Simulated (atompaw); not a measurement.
An all-electron radial function and its pseudo partner (C (Z = 6))

Columns: radius, all-electron u(r) and pseudo u(r) of the 2s shell (level -13.87 eV) of carbon in the configuration [He] 2s1.5 2p2.5; LDA (PW92), scalar-relativistic, PAW (atompaw) scheme, atompaw 4.2.0.5.

```json
{"r (bohr)": "0.077", "all-electron": "-0.2988", "pseudo": "0.0186"}
{"r (bohr)": "0.154", "all-electron": "-0.3502", "pseudo": "0.0434"}
{"r (bohr)": "0.231", "all-electron": "-0.2753", "pseudo": "0.0795"}
{"r (bohr)": "0.308", "all-electron": "-0.1416", "pseudo": "0.1302"}
{"r (bohr)": "0.385", "all-electron": "0.0129", "pseudo": "0.1964"}
{"r (bohr)": "0.462", "all-electron": "0.1669", "pseudo": "0.2761"}
{"r (bohr)": "0.538", "all-electron": "0.3073", "pseudo": "0.3641"}
{"r (bohr)": "0.615", "all-electron": "0.4324", "pseudo": "0.4566"}
{"r (bohr)": "0.692", "all-electron": "0.5381", "pseudo": "0.5460"}
{"r (bohr)": "0.769", "all-electron": "0.6244", "pseudo": "0.6260"}
{"r (bohr)": "0.846", "all-electron": "0.6923", "pseudo": "0.6924"}
{"r (bohr)": "0.923", "all-electron": "0.7432", "pseudo": "0.7432"}
{"r (bohr)": "1.000", "all-electron": "0.7791", "pseudo": "0.7791"}
{"r (bohr)": "1.077", "all-electron": "0.8021", "pseudo": "0.8021"}
{"r (bohr)": "1.154", "all-electron": "0.8139", "pseudo": "0.8139"}
{"r (bohr)": "1.231", "all-electron": "0.8163", "pseudo": "0.8163"}
{"r (bohr)": "1.308", "all-electron": "0.8110", "pseudo": "0.8110"}
{"r (bohr)": "1.385", "all-electron": "0.7994", "pseudo": "0.7994"}
{"r (bohr)": "1.462", "all-electron": "0.7827", "pseudo": "0.7827"}
{"r (bohr)": "1.538", "all-electron": "0.7624", "pseudo": "0.7624"}
{"r (bohr)": "1.615", "all-electron": "0.7388", "pseudo": "0.7388"}
{"r (bohr)": "1.692", "all-electron": "0.7130", "pseudo": "0.7130"}
{"r (bohr)": "1.769", "all-electron": "0.6856", "pseudo": "0.6856"}
{"r (bohr)": "1.846", "all-electron": "0.6571", "pseudo": "0.6571"}
{"r (bohr)": "1.923", "all-electron": "0.6281", "pseudo": "0.6281"}
{"r (bohr)": "2.000", "all-electron": "0.5989", "pseudo": "0.5989"}
```

(1) How many radial nodes do the two functions have?

(2) At about which radius was the pseudo-wave matched?

(3) Where does each function peak?

(4) Is the pseudo-wave norm-conserving?

Answers

(1) The all-electron 2s function has n − l − 1 = 1; the pseudo-wave has 0, since the states of the same l below it are removed with the core.

(2) 0.95 bohr. The columns agree to 0.0005 from 0.85 bohr on; several derivatives are matched, so the curves merge somewhat inside the radius.

(3) Outermost all-electron maximum near 1.23 bohr, pseudo maximum near 1.23 bohr (to the table’s step).

(4) No, it belongs to a PAW set: the norm inside the radius is not constrained, and the difference is carried by the augmentation charge.
